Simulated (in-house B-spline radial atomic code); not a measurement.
Settings and results of a run for In IV (In3+). Method: non-relativistic r2SCAN0, spin-polarised, spherical fractional occupations, point nucleus. Calculated with a radial B-spline atomic code at the basis-set limit.

Command:
```bash
python run_scf.py task.json out
```
Settings:
```
Z                49
configuration    [Kr] 4d10
hamiltonian      nr
method           r2scan0
spin_polarised   True
```

Output (hartree, bohr):
```
 radial grid: 52 intervals, B-splines of order 8, outer radius 28.1081 bohr

 iter        energy (Eh)    residual
    1       -5740.795386    9.84e-02
    2       -5740.805261    1.91e-03
    3       -5740.805306    9.99e-04
    4       -5740.805308    5.04e-04
    5       -5740.805308    2.04e-05
    6       -5740.805308    4.05e-06
    7       -5740.805308    1.36e-06
    8       -5740.805308    2.54e-07

 total energy                     -5740.80531
 kinetic                            5738.5847
 electron-nucleus                 -13608.7884
 Hartree                            2285.0140
 exact exchange                      -38.3107
 exchange-correlation               -117.3049

 orbital      occ     eigenvalue          <r>       <r^2>       <1/r>     <1/r^3>       r_max
 1s up      1.000      -990.4680    0.0310553  0.00129029     48.4706           -     0.02056
 1s down    1.000      -990.4680    0.0310553  0.00129029     48.4706           -     0.02056
 2s up      1.000      -147.1740     0.134239   0.0211743     11.0768           -      0.1139
 2s down    1.000      -147.1740     0.134239   0.0211743     11.0768           -      0.1139
 2p up      3.000      -137.3403     0.114659   0.0159942     11.0637     3797.44      0.0893
 2p down    3.000      -137.3403     0.114659   0.0159942     11.0637     3797.44      0.0893
 3s up      1.000       -29.1881     0.360469    0.148381      3.9888           -      0.3272
 3s down    1.000       -29.1881     0.360469    0.148381      3.9888           -      0.3272
 3p up      3.000       -25.1349      0.35214    0.143714     3.90084     687.286       0.314
 3p down    3.000       -25.1349      0.35214    0.143714     3.90084     687.286       0.314
 3d up      5.000       -17.6721     0.324025    0.124528     3.74786     108.303      0.2592
 3d down    5.000       -17.6721     0.324025    0.124528     3.74786     108.303      0.2592
 4s up      1.000        -5.4523     0.880597    0.876672     1.55141           -      0.7975
 4s down    1.000        -5.4523     0.880597    0.876672     1.55141           -      0.7975
 4p up      3.000        -4.1055     0.935954    0.999791     1.44092     116.204       0.829
 4p down    3.000        -4.1055     0.935954    0.999791     1.44092     116.204       0.829
 4d up      5.000        -1.8870      1.13648     1.52319     1.16435     12.5115      0.9246
 4d down    5.000        -1.8870      1.13648     1.52319     1.16435     12.5115      0.9246
```

Time taken, with all properties: 0.41 s on 1 thread of Arm Neoverse V1, with other jobs on the host.
